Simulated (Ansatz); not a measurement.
System: CH6NSi (charge 0, doublet). It need not be the lowest isomer of its formula. SMILES: C[N][SiH3]
Geometry from a B3LYP-D3(BJ)/def2-TZVP (Ansatz, an electronic-structure program) optimisation:
```xyz
9

C     -1.5881    -0.1875     0.6057
N     -0.4980    -0.5685    -0.2285
Si     1.0262     0.2720    -0.2541
H     -2.2168    -1.0508     0.8464
H     -1.3150     0.3401     1.5300
H     -2.2318     0.4982     0.0294
H      2.1064    -0.7399    -0.2745
H      1.2300     1.1886     0.9022
H      1.0760     1.0611    -1.5106
```
Charge 0, spin multiplicity 2.

Quantity: atomisation energy (electronic, to ground-state atoms); the coupled-cluster value holds the core correlation from cc-pwCVTZ, in kcal/mol. Cores are frozen in the correlated levels unless marked. UHF or UKS for open shells. No spin-orbit coupling. No relativistic terms. CBS(X,Y): correlation extrapolated as X^-3; Hartree-Fock from the larger set.

Level to compare with: CCSD(T)/CBS(aug-cc-pV(T+d)Z,aug-cc-pV(Q+d)Z) plus the core term (Ansatz), 692.9 kcal/mol. It is a level with limits of its own, and the differences hold the functionals' basis error too.

Rank these functionals by how close they come to CCSD(T)/CBS(aug-cc-pV(T+d)Z,aug-cc-pV(Q+d)Z), closest first: HSE06/def2-TZVPD (Ansatz); wB97X-V/def2-TZVPD (Ansatz); B3LYP/def2-TZVPD (Ansatz).

B3LYP/def2-TZVPD (global hybrid, 693.7 kcal/mol, difference 0.8), HSE06/def2-TZVPD (screened hybrid, 689.7 kcal/mol, difference -3.2), wB97X-V/def2-TZVPD (range-separated hybrid with VV10, 698.3 kcal/mol, difference 5.4)
